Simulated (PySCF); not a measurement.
**Ti: excitation energy**

Ti [Ar] 3d2 4s2 (3F) → Ti [Ar] 3d4 (5D), as a difference of total energies. All numbers are calculated (PySCF 2.14, the spin-free X2C one-electron Hamiltonian (Gaussian nucleus), in x2c-TZVPPall with one added diffuse shell each of s, p, d, f type (7s6p5d3f1g, 80 functions)). Correlated levels: valence and next inner shell: [Ne] frozen. The calculations carry no spin-orbit coupling.

```csv
method,excitation energy (eV)
UHF,4.561
MP2 (valence and next inner shell),3.272
SCS-MP2 (valence and next inner shell),4.396
CCSD (valence and next inner shell),3.880
CCSD(T) (valence and next inner shell),3.802
```

Q: How much does correlation contribute at CCSD(T) (valence and next inner shell)?

A: 3.802 − (4.561) = -0.759 eV, measured against UHF.
